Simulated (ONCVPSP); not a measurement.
# aluminium: excitation energies, all-electron against ONCV

```
Element                 : Al
Generator               : ONCVPSP 4.0.1
Type                    : optimised norm-conserving Vanderbilt (ONCV)
Functional              : PBEsol
Relativity              : scalar-relativistic
Frozen core             : [Ne]
Valence charge          : 3
Reference configuration : 3s2 (charge +1)
Partial waves           : 3s: rc 2.20 bohr, ncon 4, nbas 8, qcut 3.6 1/bohr, 2 projectors, debl 3.1 Ha; p scattering state at 0.34 Ha: rc 2.00 bohr, ncon 4, nbas 7, qcut 4.3 1/bohr, 2 projectors, debl 3.1 Ha; d scattering state at 0.16 Ha: rc 2.15 bohr, ncon 3, nbas 6, qcut 4.8 1/bohr, 2 projectors, debl 3.4 Ha
Local potential         : polynomial inside 1.85 bohr (lpopt 3, dvloc0 3 Ha)
Core correction         : Teter function, fcfact 6, rcfact 1.2
```

In the p channel the program set the typed energies aside and used 0.050, 3.150 Ha.

Energies are relative to the spin-unpolarised reference configuration 3s2; without spin polarisation the order of configurations can differ from experiment.

```
valence configuration  charge  ΔE all-electron (eV)  error AE − PS (meV)
                  3s1      +2                19.171                 -6.0
              3s1 3p2       0                -0.617                  +10
```

**Question.** What are ΔE and the potential's error for 3s2 3p0.5?

**Answer.** ΔE = -3.663 eV all-electron; the error (AE − PS) is +4.5 meV.

**Question.** What are ΔE and the potential's error for 3s2 3p1?

**Answer.** ΔE = -5.736 eV all-electron; the error (AE − PS) is +8.4 meV.

Levels in the configuration 3s1 3p2:

```csv
level,all-electron (eV),pseudo (eV)
3s,-8.531,-8.540
3p,-3.324,-3.329
```
